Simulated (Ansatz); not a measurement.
Frontier orbitals of F2H6Si3 (`F[Si](F)([SiH3])[SiH3]`).

Total charge 0; spin multiplicity 1. The geometry is a stationary point of PBE0-D4/def2-TZVP. Basis def2-TZVPP, the Gaussian-basis code of Ansatz.

```json
{"functional": "PBE", "HOMO (eV)": "-6.73", "LUMO (eV)": "-1.76", "gap (eV)": "4.97"}
{"functional": "PBE0", "HOMO (eV)": "-7.87", "LUMO (eV)": "-0.96", "gap (eV)": "6.91"}
{"functional": "B3LYP", "HOMO (eV)": "-7.68", "LUMO (eV)": "-1.11", "gap (eV)": "6.57"}
{"functional": "r2SCANh", "HOMO (eV)": "-7.40", "LUMO (eV)": "-1.27", "gap (eV)": "6.13"}
{"functional": "HSE06 (plane-wave form)", "HOMO (eV)": "-7.48", "LUMO (eV)": "-1.33", "gap (eV)": "6.15"}
{"functional": "ωB97M-V", "HOMO (eV)": "-9.81", "LUMO (eV)": "0.81", "gap (eV)": "10.62"}
```

A quarter of exact exchange (PBE0) shifts PBE's HOMO by −1.14 eV and its LUMO by +0.80 eV; full exchange at long range (ωB97M-V) shifts them by −3.08 and +2.57 eV. The gap opens from 4.96 to 10.62 eV, since occupied levels lose self-interaction and empty ones feel all the electrons. A positive LUMO is unbound and depends on the basis.

B3LYP here is the variant with VWN-RPA as its local correlation; programs differ in this.
